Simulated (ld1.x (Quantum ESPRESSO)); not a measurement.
**Transferability test, TM potential for osmium**

Os (Z = 76), norm-conserving Troullier–Martins (Kleinman–Bylander form), made with ld1.x (Quantum ESPRESSO) 7.5 (PBE, scalar-relativistic). Core [Kr] 4d10 4f14, reference 5s2 5p6 5d5 6s0 6p0 (charge +3). Waves: 5p (bound): rc 1.80 bohr; 5d (bound): rc 2.05 bohr; 5s (bound): rc 1.40 bohr. Local part: the s channel. Core correction: a·sin(br)/r model core inside 0.75 bohr.

Energies are relative to the spin-unpolarised reference configuration 5s2 5p6 5d5 6s0 6p0; without spin polarisation the order of configurations can differ from experiment.

```csv
valence configuration,charge,ΔE all-electron (eV),error AE − PS (meV)
5s2 5p6 5d6 6s2 6p0,0,-55.338,+1749
5s2 5p6 5d6 6s0 6p0,+2,-28.847,+2.2
5s2 5p6 5d6 6s1.5 6p0,+0.5,-51.424,+1446
5s2 5p6 5d4 6s0 6p0,+4,41.478,-15
5s2 5p6 5d5 6s2 6p1,0,-49.233,+2218
5s1 5p6 5d6 6s2 6p0,+1,42.888,+2604
```

**Question.** What are ΔE and the potential's error for 5s2 5p6 5d6 6s1 6p0?

**Answer.** ΔE = -45.761 eV all-electron; the error (AE − PS) is +1062 meV.
